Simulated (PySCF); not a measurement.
Molecule: SMILES CB(C)[NH][GeH3]. Atoms near the plane z = 0.0 Å, at the GFN2-xTB optimised geometry (x, y, z in Å): Ge1 (-0.1, -2.1, 0.0), N2 (-0.7, -0.3, 0.0), B3 (-0.1, 0.9, 0.0), C4 (-0.9, 2.2, 0.0), C5 (1.5, 0.9, 0.0), H7 (-1.3, -2.9, 0.1), H9 (-1.8, -0.3, 0.0), H10 (-0.5, 2.9, 0.8), H11 (-0.8, 2.8, -1.0), H12 (-1.9, 2.1, 0.2), H13 (1.9, 1.2, 1.0), H14 (1.9, -0.1, -0.2), H15 (1.9, 1.6, -0.7).

Method: CAM-B3LYP/def2-TZVP (PySCF). Cells within 0.4 Å of a nucleus heavier than hydrogen are left out (blank, or x). The values are rescaled to run from 0 to 1.

```
|00000000000000000000000000000|
|00000000000000000000000000000|
|00000000000000000000000000000|
|00000000000000000000000000000|
|00000000000122100000000000000|
|11000000015997310000000000000|
|11111112479999720000000000000|
|11111138999xx9931001000000000|
|11111249999xx9952233210000000|
|11111239999999997999720000000|
|11111224779999999999951000000|
|1111122333599xx999xx991000000|
|1111223345699xx999xx991000000|
|11122346999999999999971000000|
|111223599999x9999999992000000|
|11122359999xxx995599992000000|
|111223599999x9998679952100000|
|11122345899999999964421100000|
|11112233469999999963211100000|
|1111122235999xx99973211100000|
|1111112236999xx99963111100000|
|11111112499999999952111100000|
|11111112599999999942111100000|
|11111112499999999531111100000|
|11111111269967985321111100000|
|11111111123333443221111110000|
|11111111111112222211111111000|
|11111111111111111111111111000|
|11111111111111111111111111100|
```
Scale: ten equal steps from 0.000 (start of '0') to 1.00 (end of '9'), in the order '0123456789'; x runs from -5.00 to 5.00, y from -5.00 (bottom) to 5.00 (top).

Problem. Which quantity is mapped?
(A) electrostatic potential
(B) Laplacian of the electron density
(C) log10 of the electron density
(D) an orbital amplitude

Solution. A, electrostatic potential. In full: electrostatic potential (hartree/e), clipped to [-0.08, 0.12].
